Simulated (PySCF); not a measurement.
C3H5BF2O.
Geometry (PBE0-D3(BJ)/def2-SVP, Å), atoms numbered from 1 in this order:
```
atom  x, y, z in Å
F1    -1.6254    0.8269    1.4576
B2    -1.8008    0.1363    0.3457
F3    -3.0289    0.1052   -0.1358
C4    -0.6229   -0.6090   -0.3600
C5     0.7208   -0.3758    0.2704
C6     1.6028    0.7087   -0.1608
O7     1.8598   -0.6306   -0.5209
H8    -0.8611   -1.6888   -0.3696
H9    -0.6017   -0.3159   -1.4238
H10    0.8130   -0.7125    1.3133
H11    1.2813    1.3698   -0.9774
H12    2.3056    1.1596    0.5515
```

Method used: PySCF, PBE0-D3(BJ)/def2-SVP geometry optimisation, gas phase.

Masses are those of the commonest isotopes; rigid-rotor values at the optimised geometry. The values belong to one conformer with, in the numbering `[F:1][B:2]([F:3])[CH2:4][C@@H:5]1[CH2:6][O:7]1`, F1–B2–C4–C5 -5°, B2–C4–C5–C6 -91°.

Problem. What are A, B and C (GHz)?

Solution. Ia = 78.98, Ib = 365.54, Ic = 410.29 u·Å²; 505379 MHz·u·Å²/I gives 6399, 1383 and 1232 MHz, that is A = 6.3990, B = 1.3826, C = 1.2318 GHz.

Problem. Classify the top.

Solution. A near-prolate asymmetric top; Ray's κ = -0.942.

Problem. Is it planar, by Δ = Ic − Ia − Ib?

Solution. Not planar: Δ = Ic − Ia − Ib = -34.23 u·Å². For a rigid frame Δ = −2 Σ m c², so Σ m c² = 17.11 u·Å² lies off the ab plane: 6.60 from hydrogen and 10.51 from heavier atoms. The atom farthest from that plane is 1.70 Å away.

Problem. Give the other two planar moments, Paa and Pbb, and the rms extents of the mass along the axes.

Solution. Paa = Σ m a² = (Ib + Ic − Ia)/2 = 348.43 and Pbb = Σ m b² = (Ia + Ic − Ib)/2 = 61.87 u·Å². With the mass M = 106.04 u, the rms extents √(P/M) along a, b and c are 1.81, 0.76, 0.40 Å.

Problem. Which types of transition are allowed, and where do some lines up to J = 4 fall?

Solution. The dipole components are |μa| = 0.22 D, |μb| = 0.33 D, |μc| = 0.24 D. Intensities carry the squares of the components, which stand as 0.42 : 1.00 : 0.53 (a : b : c). Some of the stronger lines:

| type | branch | J(Ka,Kc) | MHz | lower level (cm⁻¹) |
| --- | --- | --- | --- | --- |
| c | Q | 3(1,3) ← 3(0,3) | 4654 | 0.523 |
| c | Q | 2(1,2) ← 2(0,2) | 4869 | 0.262 |
| b | Q | 1(1,0) ← 1(0,1) | 5167 | 0.087 |
| b | Q | 2(1,1) ← 2(0,2) | 5321 | 0.262 |
| a | R | 4(2,3) ← 3(2,2) | 10455 | 1.203 |
| c | R | 2(1,1) ← 1(0,1) | 10547 | 0.087 |
| b | R | 4(1,4) ← 3(0,3) | 14803 | 0.523 |
| c | R | 3(2,2) ← 2(1,2) | 23345 | 0.424 |
| c | Q | 4(3,2) ← 4(2,2) | 25420 | 1.553 |
| b | Q | 4(3,1) ← 4(2,2) | 25420 | 1.553 |
| b | Q | 3(3,0) ← 3(2,1) | 25444 | 1.203 |
| b | R | 4(2,2) ← 3(1,3) | 26235 | 0.678 |
| b | R | 3(3,1) ← 2(2,0) | 33301 | 0.941 |
| c | R | 4(4,1) ← 3(3,1) | 46100 | 2.052 |

Problem. Estimate the classical rotational partition function at 25 K, 100 K and 298.15 K.

Solution. Point group C1, symmetry number σ = 1; q = (√π/σ)·√((kT/h)³/(ABC)), k/h = 20836.6 MHz/K: 6380 at 25 K, 51100 at 100 K, 263000 at 298.15 K.

No PBE0-D3(BJ)/def2-SVP frequencies stand behind this structure, so it isn't proved a minimum. These are rigid-rotor constants of the computed structure; measured ground-state constants (B0) also hold zero-point vibration. Quadrupole hyperfine structure (11B) is left out.
